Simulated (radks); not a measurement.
Species: Sc2+. Configuration: [Ar] 3d1.

Calculated with a radial shooting solver on a logarithmic mesh with Libxc functionals: scalar-relativistic Kohn-Sham, PBE, spin-unpolarised, spherical densities, point nucleus.

Energy parts (hartree):
part                       energy
total                  -763.33374
kinetic                 769.16012
electron-nucleus      -1802.63271
Hartree                 308.69513
exchange-correlation    -38.55629

Orbitals (lengths in bohr, moments of r in powers of bohr; <r^-3> diverges for s and p1/2):
[
 {"orbital": "1s", "occ.": "2", "eigenvalue (hartree)": "-162.1749", "<r^-3>": "-"},
 {"orbital": "2s", "occ.": "2", "eigenvalue (hartree)": "-17.99960", "<r^-3>": "-"},
 {"orbital": "2p", "occ.": "6", "eigenvalue (hartree)": "-14.83747", "<r^-3>": "223.6"},
 {"orbital": "3s", "occ.": "2", "eigenvalue (hartree)": "-2.58722", "<r^-3>": "-"},
 {"orbital": "3p", "occ.": "6", "eigenvalue (hartree)": "-1.79893", "<r^-3>": "24.82"},
 {"orbital": "3d", "occ.": "1", "eigenvalue (hartree)": "-0.65824", "<r^-3>": "1.620"}
]

The highest occupied level is 3d at -17.912 eV. The density falls to 0.001 e/bohr^3 at r = 3.11 bohr.
